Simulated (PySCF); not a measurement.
Spinor energies of Cu(14+) (copper, charge +14)

Start: [Ne] 3s2 3p3; 3p1/2 filled at m_j = -1/2, +1/2; 3p3/2 filled at m_j = +3/2. Calculated with PySCF 2.14 in an uncontracted even-tempered set (19 s from 1.2 bohr⁻², ratio 2.4; 13 p from 1.5 bohr⁻², ratio 2.4; 5 d from 7.1 bohr⁻², ratio 2.6; 4 f from 11 bohr⁻², ratio 2.6): generalised Hartree-Fock with the X2C-1e Hamiltonian and a Gaussian nucleus; one run each with spin-orbit coupling (SO) switched off, then screened by Boettger's factors.

```
spinor shell  electrons  ε, spin-free (eV)  ε, screened SO (eV)  weight of nominal j (screened SO)  rms radius, screened SO (bohr)
       1s1/2          2            -9523.4              -9523.4                              1.000                          0.0601
       2s1/2          2            -1600.9              -1601.0                              1.000                           0.251
       2p1/2          2            -1442.1              -1457.5                              0.994                           0.223
       2p3/2          4            -1442.1              -1434.8                              0.997                           0.226
       3s1/2          2            -522.10              -522.29                              0.999                           0.653
       3p1/2          2            -481.00              -478.04                              0.704                           0.651
       3p3/2          1            -481.00              -473.64                              1.000                           0.655
```

```
   quantity    spin-free  screened SO
E (hartree)  -1561.60182  -1561.42639
        M_J          3/2          3/2
       ⟨J²⟩        3.750        3.917
       ⟨L²⟩        0.000        5.417
       ⟨S²⟩        3.750        0.812
```

Each row is a mean over spinors that exchange with the open shell spreads, by up to 5.911 eV (3p1/2).

Rows whose weight is well below 1 are mixtures of j = l ± 1/2: exchange outweighs spin-orbit coupling there, and the label is only the starting occupation.

⟨J²⟩ departs a little from M_J(M_J + 1) because the unrestricted spinors polarise the closed shells.

Without spin-orbit coupling the j labels of p, d and f shells carry no meaning; the spin-free column gives the mean over the occupied spinors of each nl shell.
